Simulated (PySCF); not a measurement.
C₆H₁₁O (charge +1).
Cartesian coordinates in Å at the PBE0-D3(BJ)/def2-SVP level; atoms count from 1:
```
atom  x, y, z in Å
C1    -0.8718    0.3701    1.3253
C2    -0.7225    0.3908   -0.1934
C3    -0.6492    1.8173   -0.7305
C4    -1.8444   -0.3961   -0.8687
C5     0.6089   -0.3769   -0.5900
C6     1.7545    0.2308   -0.0226
O7     2.6282    0.7462    0.4523
H8    -0.8838   -0.6552    1.7258
H9    -1.8253    0.8414    1.6037
H10   -0.0775    0.9404    1.8357
H11   -1.5946    2.3359   -0.5154
H12    0.1506    2.4082   -0.2531
H13   -0.5034    1.8410   -1.8212
H14   -1.8937   -1.4342   -0.5074
H15   -1.7380   -0.4068   -1.9637
H16   -2.8045    0.0851   -0.6315
H17    0.7678   -0.3873   -1.6858
H18    0.6026   -1.4241   -0.2298
```

Computed with PySCF at PBE0/def2-SVPD, non-relativistic, on one gas-phase PBE0-D3(BJ)/def2-SVP geometry that isn't relaxed in the solvent. The solvent is an IEF-PCM continuum (van der Waals radii × 1.2). Specific hydrogen bonds and non-electrostatic terms are outside this model.

Gas phase at PBE0/def2-SVPD: HOMO -14.21 eV, LUMO -7.48 eV.

Problem. What does the continuum do to the energy and the frontier levels at PBE0/def2-SVPD in benzene and dichloromethane?

Solution. 
```
        solvent      ε  E(solvent) − E(gas) (kJ/mol)  polarisation term (kJ/mol)  distortion of the solute (kJ/mol)  HOMO (eV)  LUMO (eV)
        benzene  2.271                       -135.14                     -136.61                               1.47     -11.77      -4.84
dichloromethane   8.93                       -218.86                     -224.60                               5.74     -10.36      -3.23
```

The polarisation term is half the interaction of the solute with the surface charges that it induces; the rest is the cost of distorting the solute's density. The sum is the electrostatic part of solvation alone. From benzene to dichloromethane the lowering changes by a factor 1.62, Born's factor 1 − 1/ε by 1.59 and ε itself by 3.9.

Problem. Which radius a makes Born's formula ΔE = −(q²/2a)(1 − 1/ε) give the value in dichloromethane?

Solution. a = q²(1 − 1/ε)/(2|ΔE|) = 2.82 Å, with q = +1 e and |ΔE| = 0.0834 Eh; the farthest nucleus lies 3.20 Å from the centroid of the nuclei. The formula assumes a point charge at the centre of a sphere.

Problem. How does the static polarisability (PBE0/def2-SVPD, frozen core, with the continuum's full static response) change?

Solution. 
| medium | isotropic (au) | principal values (au) | ⟨r²⟩ of the electrons (bohr²) |
| --- | --- | --- | --- |
| gas | 70.1 | 62.4, 64.2, 83.7 | 829.5 |
| benzene | 80.0 | 71.2, 73.4, 95.3 | 830.7 |
| dichloromethane | 90.6 | 81.1, 83.7, 107.2 | 831.8 |

The isotropic value in dichloromethane is 1.29 times the gas-phase one; no cavity-field correction is applied. ⟨r²⟩ is taken about the centre of nuclear charge.

The run took about 90 s of CPU time (one thread, shared machine). This is the whole response run at PBE0/def2-SVPD in dichloromethane, SCF included.
